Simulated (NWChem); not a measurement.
Molecule: SiHBrF2; SMILES F[SiH](F)Br

Program: NWChem. Medium grid unless said otherwise, to which SCAN and Minnesota functionals are sensitive. Structure relaxed at the B3LYP/6-31G* (spherical d) level. B3LYP is NWChem's, with the RPA form of VWN correlation.

Q: Among these, which level gives the highest value of “orbital gap (eV)”?
(A) KT2/def2-SVP
(B) B3LYP/def2-SVP
(C) PBE/def2-SVP
(D) Hartree-Fock/def2-SVP

A: D, Hartree-Fock/def2-SVP. Values: KT2/def2-SVP 7.09; PBE/def2-SVP 7.17; B3LYP/def2-SVP 8.96; Hartree-Fock/def2-SVP 16.59
